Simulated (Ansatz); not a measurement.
Reaction (ligand exchange at the Si–C bond): `O[SiH2]/C=C/[SiH3]` + `C[SiH2]N` → `C[SiH2]N[SiH2]O` + `C=C[SiH3]`

Program: Ansatz. Geometries: PBE0-D4/def2-TZVP. ΔE: electronic, gas phase. CCSD(T)/CBS adds triple-zeta CCSD(T) − MP2 to the extrapolated MP2 energy (def2 sets, frozen cores). DFT in def2-TZVPP. Each species was taken in one conformer, which may not be the lowest.

Question: Is it downhill or uphill in electronic energy at CCSD(T)/CBS, and by how much? (An estimate is asked.)

Answer: Computed: Downhill: ΔE = -76.6 kJ/mol.

Question: What do these levels give: B2PLYP, PBE, revPBE, MP2/def2-TZVPP, CCSD(T)/def2-TZVPP, CCSD/CBS(def2)? (An estimate is asked.)

Answer: The calculation gave: B2PLYP -75.8, PBE -66.6, revPBE -65.4, MP2/def2-TZVPP -77.7, CCSD(T)/def2-TZVPP -77.1, CCSD/CBS(def2) -77.6 kJ/mol.

Largest T1 diagnostic among the species: 0.012.

From BLYP to BHLYP (50 % exact exchange), in def2-TZVPP and without D4, ΔE moves by −7.3 kJ/mol. In def2-TZVPP, CCSD(T) changes the Hartree–Fock value by +5.0 kJ/mol (the triples alone add +1.0 kJ/mol) and MP2 by +4.4 kJ/mol. Leaving LDA and LC-ωPBE aside and taking each functional with its dispersion term where it has one, the values, not all of them listed here, spread over 12.3 kJ/mol, from BHLYP-D4 to revPBE-D4.
